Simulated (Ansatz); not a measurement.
Kohn–Sham single points on C5H2AlClF6O3, SMILES `[OH][Al-]1([Cl])[O]C(C(F)(F)F)=CC(C(F)(F)F)=[O+]1`.

```yaml
crystal:
  periodic: [false, false, false]
  atoms:
    - {symbol: O, position_ang: [0.162118, -0.389336, 3.459370]}
    - {symbol: Al, position_ang: [-0.620733, 0.245644, 2.114353]}
    - {symbol: Cl, position_ang: [-2.349272, 1.383671, 2.409842]}
    - {symbol: O, position_ang: [0.500925, 1.193785, 1.015279]}
    - {symbol: C, position_ang: [0.664893, 1.019587, -0.221665]}
    - {symbol: C, position_ang: [1.597491, 2.051193, -0.871079]}
    - {symbol: F, position_ang: [1.134957, 3.276000, -0.659308]}
    - {symbol: F, position_ang: [1.705547, 1.861770, -2.183615]}
    - {symbol: F, position_ang: [2.809666, 1.953488, -0.332674]}
    - {symbol: C, position_ang: [0.113235, 0.003556, -0.990390]}
    - {symbol: C, position_ang: [-0.670878, -0.967614, -0.382493]}
    - {symbol: C, position_ang: [-1.218721, -2.138332, -1.210118]}
    - {symbol: F, position_ang: [-2.539732, -2.188717, -1.103378]}
    - {symbol: F, position_ang: [-0.709700, -3.279521, -0.754789]}
    - {symbol: F, position_ang: [-0.903297, -2.023050, -2.497566]}
    - {symbol: O, position_ang: [-0.986011, -1.018505, 0.836275]}
    - {symbol: H, position_ang: [0.951958, -0.922675, 3.469943]}
    - {symbol: H, position_ang: [0.319954, -0.049945, -2.046285]}
basis:
  gaussian: {orbitals: def2-TZVPP}
hamiltonian: {xc: {name: CAM-B3LYP}, dispersion: d4}
output: {orbitals: {seedname: orbitals}}
```

```sh
$ ansatz run in.yaml --threads 10 --pin off --events-out ev --progress --plain --max-ram 110592MiB --backend cuda --devices 0, --max-vram 75GiB
```

Shortened log:

```
Functional definition: CAM-B3LYP
3008 factors; their error is unknown
604 factors; integrals over basis functions are off by at most 8.7e-6 eV
mean field evaluation 1: about -46775.6882 eV, gradient 1.0e2 eV
mean field evaluation 2: about -46765.5443 eV, gradient 1.3e2 eV
mean field evaluation 4: about -46790.6357 eV, gradient 5.4e0 eV
mean field evaluation 8: about -46790.6880 eV, gradient 4.6e-1 eV
mean field evaluation 16: about -46790.7643 eV, gradient 7.5e-4 eV
mean field -46790.76427089 eV, -1719.5288710362 hartree, gradient 2.6e-5 eV, S^2 0.000000; 0 other end points of the search recorded, 0 dependent functions left out
reference -46790.76443579 eV, -1719.5288770961 hartree; 70, 70 occupied and 476, 476 virtual orbitals, 3008 factors
Total energy: -46791.31130043 eV, -1719.5489740009 hartree
```

Hardware: 10 threads of an AMD EPYC 7R13 on a shared host and a whole NVIDIA H100 80 GB. Wall time 3.2 s, peak host memory 1.6 GiB.

Changing it to `hamiltonian: {xc: r2scan, dispersion: d4}` and forces (abridged; 2.9 s):

```
Functional definition: r2SCAN
mean field evaluation 16: about -46784.6675 eV, gradient 5.2e-2 eV
mean field -46784.66754080 eV, -1719.3048203376 hartree, gradient 5.3e-5 eV, S^2 0.000000
Total energy: -46784.84290489 eV, -1719.3112648493 hartree
Atom 0 force    -0.002548     0.000218     0.016357 eV/Å
Atom 1 force    -0.004785     0.004252    -0.012010 eV/Å
Atom 2 force    -0.027531     0.017499     0.013386 eV/Å
Atom 3 force    -0.038123     0.096739     0.477591 eV/Å
Atom 4 force     0.108196     0.037866    -0.377101 eV/Å
Atom 5 force    -0.240104    -0.268319     0.120998 eV/Å
Atom 6 force    -0.133062     0.393529     0.075006 eV/Å
Atom 7 force     0.043729    -0.046912    -0.411144 eV/Å
Atom 8 force     0.388759    -0.014138     0.177006 eV/Å
Atom 9 force     0.021899    -0.002938    -0.143993 eV/Å
Atom 10 force     0.036359    -0.073386    -0.385409 eV/Å
Atom 11 force     0.146649     0.307769     0.167493 eV/Å
Atom 12 force    -0.419619    -0.031670     0.040052 eV/Å
Atom 13 force     0.147111    -0.372118     0.148312 eV/Å
Atom 14 force     0.091184     0.022327    -0.405419 eV/Å
Atom 15 force    -0.139894    -0.053468     0.465177 eV/Å
Atom 16 force     0.023669    -0.017475     0.020712 eV/Å
Atom 17 force    -0.001888     0.000224     0.012986 eV/Å
Dipole moment:     0.509859    -0.292422    -0.626663 e Å
```

Changing it to `hamiltonian: {xc: lda}` (abridged; 2.4 s):

```
Functional definition: SPW92
mean field evaluation 16: about -46537.0460 eV, gradient 1.6e-2 eV
mean field -46537.04595437 eV, -1710.2048948802 hartree, gradient 3.7e-5 eV, S^2 0.000000
Total energy: -46537.04600039 eV, -1710.2048965715 hartree
```

With the line `hamiltonian: {xc: {name: r2SCANh}, dispersion: d4}` (abridged; 2.5 s):

```
Functional definition: r2SCANh
mean field evaluation 16: about -46782.9473 eV, gradient 4.4e-3 eV
mean field -46782.94734146 eV, -1719.2416041781 hartree, gradient 5.7e-5 eV, S^2 0.000000
Total energy: -46783.13320360 eV, -1719.2484344855 hartree
```

With the line `hamiltonian: {xc: {name: B2PLYP}}` (abridged; 3.7 s):

```
Functional definition: B2PLYP
mean field evaluation 16: about -46746.7089 eV, gradient 5.8e-4 eV
mean field -46746.70891098 eV, -1717.9098664213 hartree, gradient 6.1e-6 eV, S^2 0.000000
24 core orbitals not correlated: weight in the atoms' cores, before any rotation towards them, 1.000 or more for the frozen orbitals, at most 0.000 for the correlated occupied ones
second order -104.30357533 eV of doubles, -0.00000000 eV of singles
Total energy: -46774.87109024 eV, -1718.9448074199 hartree
```

The same input with `hamiltonian: {xc: hse06, dispersion: d4}` (abridged; 2.5 s):

```
Functional definition: HSE06
mean field evaluation 16: about -46761.5064 eV, gradient 1.2e-3 eV
mean field -46761.50638421 eV, -1718.4536635324 hartree, gradient 7.1e-5 eV, S^2 0.000000
Total energy: -46762.00758660 eV, -1718.4720823804 hartree
```

HSE06 is the plane-wave form, built on full-range PBE exchange.
